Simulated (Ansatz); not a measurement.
`[CH3][V]([CH3])([CH3])=[O]`, relaxed with RKS PBE-D4/def2-SVP in Ansatz from a rough embedded geometry. The force threshold is 0.03 eV/Å; the program also tests the step.

The species carries charge 0 and has multiplicity 1.

Start:

```xyz
14

C     0.637   -1.772    0.531
V     0.507    0.177   -0.172
C    -0.895    0.218   -1.752
C    -0.146    1.500    1.349
O     2.084    0.739   -0.737
H    -0.307   -2.173    0.915
H     1.009   -2.475   -0.292
H     1.428   -1.839    1.350
H    -0.584   -0.467   -2.627
H    -1.910   -0.103   -1.427
H    -0.992    1.255   -2.175
H    -1.159    1.105    1.734
H    -0.227    2.449    1.059
H     0.557    1.386    2.243
```

```csv
step,energy (eV),largest force (eV/Å),largest move (Å)
1,-30972.5310,5.755,0.000
2,-30973.7420,2.065,0.195
3,-30973.9206,0.338,0.050
4,-30973.9338,0.059,0.051
5,-30973.9355,0.012,0.028
```

End:

```xyz
14

C     0.670   -1.739    0.513
V     0.407    0.145   -0.152
C    -0.856    0.225   -1.720
C    -0.141    1.400    1.327
O     1.800    0.639   -0.669
H    -0.313   -2.091    0.897
H     1.010   -2.390   -0.320
H     1.428   -1.761    1.323
H    -0.494   -0.434   -2.537
H    -1.850   -0.121   -1.359
H    -0.927    1.266   -2.100
H    -1.152    1.084    1.667
H    -0.167    2.448    0.963
H     0.584    1.326    2.166
```

Hardware: 4 threads of an AMD EPYC 9R45 on a shared host. Wall time 3.9 s, peak host memory 0.22 GiB.
